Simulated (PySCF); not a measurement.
PySCF input for HSi, SMILES [SiH] (connectivity only; charge and spin as stated), charge +1, multiplicity 1, PBE/pcSseg-2. Geometry optimised at r2SCAN-D4/def2-TZVPD.

```python
import numpy as np
from pyscf import gto, scf, dft
from pyscf.prop.nmr import rks as nmr

mol = gto.M(
    atom='''
    Si    0.00000000    0.00000000   -0.10116980
    H     0.00000000    0.00000000    1.41637714
    ''',
    basis='pcSseg-2',
    charge=1,
    spin=0,
    max_memory=1600,
    verbose=3,
)
mf = dft.RKS(mol, xc='pbe')
mf.grids.level = 3
mf.conv_tol = 1e-10
mf.max_cycle = 100
mf.kernel()
n = nmr.NMR(mf)
n.verbose = 2
n.max_cycle_cphf = 60
sigma = n.kernel()
print('atom   isotropic/ppm   span/ppm')
for i, s in enumerate(sigma):
    w = np.linalg.eigvalsh((s + s.T) / 2)
    print(f'{mol.atom_symbol(i):2s}{i + 1:3d} {w.mean():14.3f} {w[2] - w[0]:11.3f}')
```

Log of the run:

```
converged SCF energy = -289.549045628681
atom   isotropic/ppm   span/ppm
Si  1       -558.184    2135.053
H   2         23.101      14.900
```

The calculation finished and met its thresholds.

Cost: about 0.9 core-seconds (a rough figure).
